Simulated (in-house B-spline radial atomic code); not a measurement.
Se3+: [Ar] 3d10 4s2 4p1

Computed with an all-electron radial atomic-structure program (B-spline basis): non-relativistic BHandHLYP, spin-polarised, spherical fractional occupations, point nucleus.

Effective charges: Z_r = [3n² - l(l+1)]/(2<r>) from the radius, Z_e = n√(-2ε) from the energy, and Slater's rules. Values are occupation-weighted means over spin.

```json
{"shell": "1s", "electrons": "2", "ε (eV)": "-12460", "<r> (bohr)": "0.04498", "Z_r": "33.35", "Z_e": "30.26", "Slater": "33.70"}
{"shell": "2s", "electrons": "2", "ε (eV)": "-1643.9", "<r> (bohr)": "0.1997", "Z_r": "30.05", "Z_e": "21.98", "Slater": "29.85"}
{"shell": "2p", "electrons": "6", "ε (eV)": "-1477.3", "<r> (bohr)": "0.1728", "Z_r": "28.94", "Z_e": "20.84", "Slater": "29.85"}
{"shell": "3s", "electrons": "2", "ε (eV)": "-261.49", "<r> (bohr)": "0.5828", "Z_r": "23.16", "Z_e": "13.15", "Slater": "22.75"}
{"shell": "3p", "electrons": "6", "ε (eV)": "-203.18", "<r> (bohr)": "0.5928", "Z_r": "21.09", "Z_e": "11.59", "Slater": "22.75"}
{"shell": "3d", "electrons": "10", "ε (eV)": "-100.19", "<r> (bohr)": "0.6211", "Z_r": "16.91", "Z_e": "8.14", "Slater": "12.85"}
{"shell": "4s", "electrons": "2", "ε (eV)": "-51.388", "<r> (bohr)": "1.676", "Z_r": "14.32", "Z_e": "7.77", "Slater": "8.00"}
{"shell": "4p", "electrons": "1", "ε (eV)": "-36.017", "<r> (bohr)": "1.928", "Z_r": "11.93", "Z_e": "6.51", "Slater": "8.00"}
```

The least bound orbital is 4p up at -36.02 eV, and it is also the most diffuse (<r> = 1.928 bohr).

Caution: exact exchange at fractional occupations of open shells leaves self-interaction of up to several eV.
